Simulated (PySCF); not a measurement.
(E)-1,1-difluorobut-2-ene (C4H6F2), SMILES C(/C)=C\C(F)F.

The structure is a stationary point at PBE0-D3(BJ)/def2-SVP. One conformer was computed; it need not be the lowest.

These are PBE/def2-TZVP (PySCF) values and carry that method's errors.

Isolated molecule, no solvent.

```yaml
total_energy: -355.44914 hartree
highest_occupied_level: -6.63 eV
lowest_empty_level: -1.22 eV
orbital_gap: 5.41 eV
dipole_moment: 2.30 D
quadrupole, principal values (traceless, Buckingham form, about the centre of nuclear charge): -3.73, -0.71, 4.43 D·Å
mean_static_polarisability: 52.7 bohr³ (7.81 Å³)
polarisability_principal_values: 39.9, 47.6, 70.6 bohr³
```
